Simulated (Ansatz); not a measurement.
Reaction (hydrogen abstraction from the S–H bond): `OB(O)S` + F• → `OB(O)[S]`• + H–F

Gas-phase electronic energies from Ansatz, PBE0-D4/def2-TZVP geometries. CCSD(T)/CBS adds triple-zeta CCSD(T) − MP2 to the extrapolated MP2 energy (def2 sets, frozen cores). This one scheme is used for every species, atoms too. DFT in def2-TZVPP. B3LYP here is the variant with VWN-RPA as its local correlation; programs differ in this. No spin–orbit coupling; open shells (•) take unrestricted orbitals. Spin–orbit coupling would lower the free atoms: a little for F. One conformer a species, not always the lowest.

`OB(O)S`:

Z-matrix (Å, degrees):
```
B
O 1 1.357
S 1 1.829 2 115.3
O 1 1.365 2 119.2 3 180.0
H 2 0.961 1 112.0 3 -180.0
H 3 1.342 1 96.9 2 -180.0
H 4 0.957 1 115.3 2 -180.0
```

`OB(O)[S]`•:

```xyz
6

O     0.286   -0.376    1.031
B     0.037    0.176   -0.192
O    -0.902   -0.369   -1.002
S     0.938    1.643   -0.784
H     0.963    0.063    1.550
H    -1.322   -1.138   -0.603
```

H–F:

Z-matrix (Å, degrees):
```
F
H 1 0.920
```

| level | ΔE (kJ/mol) | difference from CCSD(T)/CBS |
| --- | --- | --- |
| PBE-D4 | -207.1 | -7.6 |
| revPBE-D4 | -196.6 | 2.9 |
| r2SCAN-D4 | -193.4 | 6.1 |
| B97M-V | -181.9 | 17.6 |
| BHLYP-D4 | -170.8 | 28.7 |
| PBE | -208.5 | -9.0 |
| B3LYP | -196.5 | 3.0 |
| r2SCANh | -188.4 | 11.1 |
| BHLYP | -172.3 | 27.2 |
| LC-ωPBE | -200.9 | -1.4 |
| RPA@PBE/def2-TZVPP | -162.0 | 37.5 |
| CCSD/def2-SVP | -171.9 | 27.6 |
| CCSD(T)/def2-SVP | -171.1 | 28.4 |
| MP2/def2-QZVPP | -215.3 | -15.8 |
| HF/CBS(def2) | -124.7 | 74.8 |
| MP2/CBS(def2) | -218.6 | -19.1 |
| CCSD(T)/CBS | -199.5 | 0 |

Problem. What do rigid-rotor, harmonic-oscillator terms from PBE0-D4/def2-TZVP frequencies (298.15 K, 1 bar) make of the CCSD(T)/CBS value? (An estimate is asked.)

Solution. The calculation gave: ΔZPE = +0.9 kJ/mol, ΔH = -197.3 kJ/mol, ΔS = 12 J/(mol·K), ΔG = -200.8 kJ/mol. Open shells count their whole term as degenerate.

Largest T1 diagnostic among the species: 0.013.

In def2-TZVPP, CCSD(T) changes the Hartree–Fock value by −67.4 kJ/mol (the triples alone add −2.7 kJ/mol) and MP2 by −86.6 kJ/mol. From r2SCAN to r2SCAN0 (25 % exact exchange), in def2-TZVPP and without D4, ΔE moves by +13.3 kJ/mol.

CCSD(T)/CBS has its own doubt, a few kJ/mol and more with outer-core shells, so smaller differences from it don't rank the levels.
